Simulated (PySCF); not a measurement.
Bonds (- single, = double, # triple, : aromatic): O1-Si2, Si2-O3, O3-Si4, Si4-C5, C5-Si6. O1 carries H7; Si2 carries H8, H9; Si4 carries H10, H11; C5 carries H12, H13; Si6 carries H14, H15, H16.

Level of theory: geometry: PBE0-D3(BJ)/def2-SVP, NMR shieldings at PBE0/pcSseg-1/GIAO, in PySCF 2.14.0 with density-fitted response routines (one averaged value for each set of equivalent atoms, non-relativistic Hamiltonian, in vacuum, one conformer).

δ = σ(ref) − σ, references computed at the same level: TMS for $^{13}$C and $^{1}$H and $^{29}$Si; H2O for $^{17}$O.

| atoms | nucleus | count | Hirshfeld charge | δ (ppm) |
| --- | --- | --- | --- | --- |
| Si2 | $^{29}$Si | 1 | 0.45 | ? |
| O3 | $^{17}$O | 1 | -0.31 | 60.9 |
| H12/H13 | $^{1}$H | 2 | 0.05 | -0.09 |
| H7 | $^{1}$H | 1 | 0.18 | 1.89 |
| Si4 | $^{29}$Si | 1 | 0.40 | -18.7 |
| H14/H15/H16 | $^{1}$H | 3 | -0.08 | 4.01 |
| O1 | $^{17}$O | 1 | -0.31 | 61.1 |
| H10/H11 | $^{1}$H | 2 | -0.08 | ? |
| H8/H9 | $^{1}$H | 2 | -0.08 | ? |
| C5 | $^{13}$C | 1 | -0.25 | -6.8 |
| Si6 | $^{29}$Si | 1 | 0.31 | -68.0 |

Q: Fill in the missing shifts.

A: 
- H10/H11: 5.16 ppm, hydrogen on a silicon bonded to C, O
- H8/H9: 4.89 ppm, hydrogen on a silicon bonded to 2 O
- Si2: -36.8 ppm, silicon bonded to 2 O, 2 H

OH/NH shifts are gas-phase values; hydrogen bonding in solution moves them, usually downfield. Shifts are as computed. Against solution values, carbons near 30 ppm lie about +2 ppm off and those near 130 ppm about +5 ppm. Of 1309 compounds with measured shifts, 239 miss one by over three times the rms of a fit or turn the order of signals round; such compounds aren't used in these exercises. Experimental scales use liquid or dissolved standards, which lie at an offset from isolated H2O (liquid H2O: subtract about 36 ppm).
